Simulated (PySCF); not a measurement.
C4H2ClF, SMILES F/C=C(\C#C)Cl.

The structure is a stationary point at ωB97X-D3(BJ)/def2-SVP. The structure was generated by enumeration; whether it is a known compound was not checked.

All values below come from r2SCAN/def2-TZVP run with PySCF.

Computed frontier levels, gap, dipole moment and polarisability:
```yaml
highest_occupied_level: -6.27 eV
lowest_empty_level: -2.03 eV
orbital_gap: 4.25 eV
dipole_moment: 0.28 D
quadrupole, principal values (traceless, Buckingham form, about the centre of nuclear charge): -6.74, -4.73, 11.46 D·Å
mean_static_polarisability: 60.3 bohr³ (8.93 Å³)
polarisability_principal_values: 34.1, 62.1, 84.6 bohr³
```
